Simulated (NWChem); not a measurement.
System: CH$_{3}$ClN$_{2}$OSi; SMILES N#CO[Si@H](N)Cl

Parts of the log:

```
             Northwest Computational Chemistry Package (NWChem) 7.3.0
             --------------------------------------------------------

 C1  symmetry detected

                             Geometry "geometry" -> ""
                             -------------------------

 Output coordinates in angstroms (scale by  1.889725989 to convert to a.u.)

  No.       Tag          Charge          X              Y              Z
 ---- ---------------- ---------- -------------- -------------- --------------
    1 N                    7.0000     0.40556145     3.09747657    -0.08463844
    2 C                    6.0000    -0.13692113     2.07117939     0.11271849
    3 O                    8.0000    -0.76443829     0.97021413     0.36014955
    4 Si                  14.0000    -0.44846143    -0.56535513    -0.39342936
    5 N                    7.0000    -1.50731772    -1.73881861     0.23277869
    6 Cl                  17.0000     1.49511932    -1.02708058     0.10044883
    7 H                    1.0000    -0.64127600    -0.36300132    -1.85437242
    8 H                    1.0000    -1.37904552    -2.14075183     1.16336109
    9 H                    1.0000    -2.46891996    -1.82030035    -0.10309687

 Effective nuclear repulsion energy (a.u.)     339.1461815760

  pbe96 is a nonlocal functional; adding pw91lda local functional.

                                 NWChem DFT Module
                                 -----------------

 Summary of "ao basis" -> "ao basis" (spherical)
 ------------------------------------------------------------------------------
       Tag                 Description            Shells   Functions and Types
 ---------------- ------------------------------  ------  ---------------------
 N                          def2-svp                 6       14   3s2p1d
 C                          def2-svp                 6       14   3s2p1d
 O                          def2-svp                 6       14   3s2p1d
 Si                         def2-svp                 8       18   4s3p1d
 Cl                         def2-svp                 8       18   4s3p1d
 H                          def2-svp                 3        5   2s1p

            General Information
            -------------------
          SCF calculation type: DFT
          Wavefunction type:  closed shell.
          No. of atoms     :     9
          No. of electrons :    62
           Alpha electrons :    31
            Beta electrons :    31
          Charge           :     0
          Spin multiplicity:     1
          Use of symmetry is: off; symmetry adaption is: off
          Maximum number of iterations: 150
          AO basis - number of functions:   107
                     number of shells:    49
          Convergence on energy requested:  1.00D-06
          Convergence on density requested:  1.00D-05
          Convergence on gradient requested:  5.00D-04

              XC Information
              --------------
          PerdewBurkeErnzerhof Exchange Functional  1.000
            Perdew 1991 LDA Correlation Functional  1.000 local
           PerdewBurkeErnz. Correlation Functional  1.000 non-local

             Grid Information
             ----------------
          Grid used for XC integration:  coarse
          Radial quadrature: Mura-Knowles
          Angular quadrature: Lebedev.
          Tag              B.-S. Rad. Rad. Pts. Rad. Cut. Ang. Pts.
          ---              ---------- --------- --------- ---------
          N                   0.65       35          13.0       302
          C                   0.70       35          11.0       302
          O                   0.60       35           9.0       302
          Si                  1.10       70           9.0       302
          Cl                  1.00       70          10.0       302
          H                   0.35       35          12.0       302
          Grid pruning is: on
          Number of quadrature shells:   385
          Spatial weights used:  Erf1

      Superposition of Atomic Density Guess
      -------------------------------------

 Sum of atomic energies:        -970.36422814

      Non-variational initial energy
      ------------------------------

 Total energy =    -972.614865
 1-e energy   =   -2013.036452
 2-e energy   =     701.275405
 HOMO         =      -0.364667
 LUMO         =       0.065408

     ---------------------------------------------
      Total Density - Mulliken Population Analysis
     ---------------------------------------------

[...]

                         DFT ENERGY GRADIENTS

    atom               coordinates                        gradient
                 x          y          z           x          y          z
   1 N       0.766400   5.853382  -0.159943   -0.000137  -0.000502   0.000005
   2 C      -0.258743   3.913962   0.213007    0.000209   0.000020  -0.000069
   3 O      -1.444579   1.833439   0.680584   -0.000022  -0.000394  -0.000064
   4 Si     -0.847469  -1.068366  -0.743474   -0.000004   0.000077   0.000603
   5 N      -2.848417  -3.285891   0.439888    0.000222   0.000236  -0.000054
   6 Cl      2.825366  -1.940901   0.189821   -0.000484   0.000281  -0.000018
   7 H      -1.211836  -0.685973  -3.504256   -0.000011   0.000084  -0.000301
   8 H      -2.606018  -4.045434   2.198434    0.000085   0.000121  -0.000108
   9 H      -4.665582  -3.439869  -0.194825    0.000142   0.000077   0.000006
```

Level: PBE/def2-SVP. Structure relaxed at the PBE-D3(BJ)/def2-SVP level.

Problem. Write an input that gives this output.

Solution. Several could match; the one computed here: the input that was run:
```
start job
memory heap 200 mb stack 900 mb global 1100 mb
geometry units angstroms noautoz
  N      0.973285     3.009789     0.011573
  C      0.254913     2.091028     0.173878
  O     -0.560185     1.112055     0.384476
  Si    -0.536311    -0.419188    -0.440400
  N     -1.785096    -1.408460     0.153070
  Cl     1.295340    -1.248083    -0.001538
  H     -0.703019    -0.118477    -1.887556
  H     -1.723260    -1.869209     1.062946
  H     -2.748627    -1.298611    -0.168911
end
basis spherical
  N library def2-svp
  C library def2-svp
  O library def2-svp
  Si library def2-svp
  Cl library def2-svp
  H library def2-svp
end
dft
  xc xpbe96 cpbe96
  grid coarse
  iterations 150
  mulliken
end
task dft gradient
```
